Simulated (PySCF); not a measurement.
## SiB3H4ClO3

The system: SiB3H4ClO3, a molecule; neutral, singlet. The structure, one conformer, was relaxed in the gas phase by PBE0-D3(BJ)/def2-SVP. No frequency run checks that it is a minimum.

SMILES: Cl[SiH2]B1OBOBO1

```csv
atom,x (Å),y (Å),z (Å)
O1,-0.638,-1.086,0.747
B2,-0.297,-2.161,-0.036
O3,0.590,-1.984,-1.066
B4,1.139,-0.755,-1.314
O5,0.788,0.311,-0.521
B6,-0.104,0.155,0.512
Si7,-0.608,1.734,1.683
Cl8,-2.641,1.621,2.104
H9,-0.770,-3.243,0.182
H10,1.918,-0.606,-2.216
H11,0.131,1.703,2.981
H12,-0.342,3.040,1.015
```

Shieldings: GIAO PBE0/pcSseg-1. Shifts are against computed references at the same level: H TMS (σ 31.27 ppm), Si TMS (σ 352.0 ppm). Core levels by delta-SCF with SCAN, pcX-2 on the ionised atom and pcseg-1 elsewhere, spin-free X2C (2p3/2 is the spin-free 2p value less a third of a first-order spin-orbit splitting); from the vacuum level, for chosen atoms.

(1) Give the NMR and core-level values of the distinct atoms.

(2) By CAM-B3LYP/def2-SVPD (TDDFT singlets, Tamm-Dancoff triplets, ionisation by delta-SCF), where does absorption start, and what does vertical ionisation take?

Results:

(1) 
| atoms | bonded to | σ (ppm) | δ (ppm) | core level (eV) |
| --- | --- | --- | --- | --- |
| O1 | 2 B | 94.2 | - | 1s 539.53 |
| B2 | 2 O + 1 H | 74.5 | - | 1s 198.49 |
| O3 | 2 B | 108.8 | - | - |
| B4 | 2 O + 1 H | 74.5 | - | - |
| O5 | 2 B | 95.1 | - | 1s 539.57 |
| B6 | 2 O + 1 Si | 68.6 | - | 1s 198.12 |
| Si7 | 1 B + 1 Cl + 2 H | 383.1 | -31.2 | 2p3/2 107.66 |
| Cl8 | 1 Si | 1057.7 | - | - |
| H9 | 1 B | 26.65 | 4.62 | - |
| H10 | 1 B | 26.69 | 4.58 | - |
| H11 | 1 Si | 26.15 | 5.12 | - |
| H12 | 1 Si | 26.16 | 5.11 | - |

Values are those of this one static structure; atoms that internal rotation interchanges would show their mean in an NMR spectrum.

The core-hole state of B2 is spin-contaminated (⟨S²⟩ 0.84 against 0.75 for a pure doublet), so that value and differences from it are less sure.

(2) The lowest singlet lies at 5.88 eV (f 0.020), the strongest of the first 6 at 7.23 eV (f 0.023), the lowest triplet at 4.94 eV; vertical ionisation takes 10.65 eV.
